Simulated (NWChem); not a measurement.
System: SnHI, singlet; SMILES [SnH][I]

Input file for NWChem:

```
start job
memory heap 200 mb stack 900 mb global 1100 mb
geometry units angstroms noautoz
  Sn     0.000773     1.419761     0.000000
  H      1.783404     1.512593     0.000000
  I      0.020510    -1.323615     0.000000
end
basis spherical
  * library def2-svp
end
ecp
  Sn library def2-ecp
  I library def2-ecp
end
dft
  xc b3lyp
  grid xcoarse
  iterations 150
  mulliken
end
task dft gradient
```

Excerpt of the output:

```
             Northwest Computational Chemistry Package (NWChem) 7.3.0
             --------------------------------------------------------

 CS  symmetry detected

                             Geometry "geometry" -> ""
                             -------------------------

 Output coordinates in angstroms (scale by  1.889725989 to convert to a.u.)

  No.       Tag          Charge          X              Y              Z
 ---- ---------------- ---------- -------------- -------------- --------------
    1 Sn                  50.0000    -0.02532950     1.39720914     0.00000000
    2 H                    1.0000     1.75742411     1.48765588     0.00000000
    3 I                   53.0000    -0.00926319    -1.34619081     0.00000000

 Effective nuclear repulsion energy (a.u.)     534.3735039934

      Symmetry information
      --------------------

 Group name             Cs
 Group number              2
 Group order               2
 No. of unique centers     3

                                 NWChem DFT Module
                                 -----------------

 Summary of "ao basis" -> "ao basis" (spherical)
 ------------------------------------------------------------------------------
       Tag                 Description            Shells   Functions and Types
 ---------------- ------------------------------  ------  ---------------------
 Sn                         def2-svp                10       26   4s4p2d
 H                          def2-svp                 3        5   2s1p
 I                          def2-svp                10       26   4s4p2d

      Symmetry analysis of basis
      --------------------------

        a'         40
        a"         17

            General Information
            -------------------
          SCF calculation type: DFT
          Wavefunction type:  closed shell.
          No. of atoms     :     3
          No. of electrons :    48
           Alpha electrons :    24
            Beta electrons :    24
          Charge           :     0
          Spin multiplicity:     1
          Use of symmetry is: on ; symmetry adaption is: on
          Maximum number of iterations: 150
          AO basis - number of functions:    57
                     number of shells:    23
          Convergence on energy requested:  1.00D-06
          Convergence on density requested:  1.00D-05
          Convergence on gradient requested:  5.00D-04

              XC Information
              --------------
                         B3LYP Method XC Potential
                     Hartree-Fock (Exact) Exchange  0.200
                        Slater Exchange Functional  0.800 local
                    Becke 1988 Exchange Functional  0.720 non-local
              Lee-Yang-Parr Correlation Functional  0.810
                  VWN I RPA Correlation Functional  0.190 local

             Grid Information
             ----------------
          Grid used for XC integration:  xcoarse
          Radial quadrature: Mura-Knowles
          Angular quadrature: Lebedev.
          Tag              B.-S. Rad. Rad. Pts. Rad. Cut. Ang. Pts.
          ---              ---------- --------- --------- ---------
          Sn                  1.45       84           8.0       194
          H                   0.35       21           9.0       194
          I                   1.40       84           9.0       194
          Grid pruning is: on
          Number of quadrature shells:   189
          Spatial weights used:  Erf1

      Superposition of Atomic Density Guess
      -------------------------------------

 Sum of atomic energies:        -596.72214189

      Non-variational initial energy
      ------------------------------

 Total energy =    -510.490019
 1-e energy   =   -1126.841484
 2-e energy   =     499.779744
 HOMO         =      -0.233570
 LUMO         =      -0.068597

      Symmetry analysis of molecular orbitals - initial
      -------------------------------------------------

  Numbering of irreducible representations:

     1 a'          2 a"

  Orbital symmetries:

     1 a'          2 a'          3 a'          4 a'          5 a"
     6 a'          7 a'          8 a"          9 a'         10 a'
    11 a"         12 a'         13 a"         14 a'         15 a'
    16 a'         17 a"         18 a"         19 a'         20 a'
    21 a'         22 a"         23 a'         24 a'         25 a"
    26 a'         27 a'         28 a'         29 a'         30 a'
    31 a"         32 a'         33 a"         34 a'

     ---------------------------------------------
      Total Density - Mulliken Population Analysis
     ---------------------------------------------

    Atom       Charge   Shell Charges
 -----------   ------   -------------------------------------------------------
    1 Sn  22    21.20   1.60  0.43  1.20  0.67  3.27  2.72  0.70  0.55  9.77  0.29
    2 H    1     1.25   0.70  0.55  0.01
    3 I   25    25.55   1.83  0.22  1.24  0.68  2.92  3.14  2.70  2.81  9.83  0.19

[...]

                         DFT ENERGY GRADIENTS

    atom               coordinates                        gradient
                 x          y          z           x          y          z
   1 Sn     -0.047866   2.640342   0.000000    0.015273  -0.004394   0.000000
   2 H       3.321050   2.811262   0.000000   -0.015409  -0.000985   0.000000
   3 I      -0.017505  -2.543932   0.000000    0.000136   0.005379   0.000000
```

Level: B3LYP/def2-SVP with def2 effective core potentials on Sn, I. Low-valent species are run as closed-shell singlets; no triplet was tried in these runs. Coordinates come from a PBE0/def2-SVP optimisation. def2 effective core potentials on Sn, I; no spin-orbit coupling.
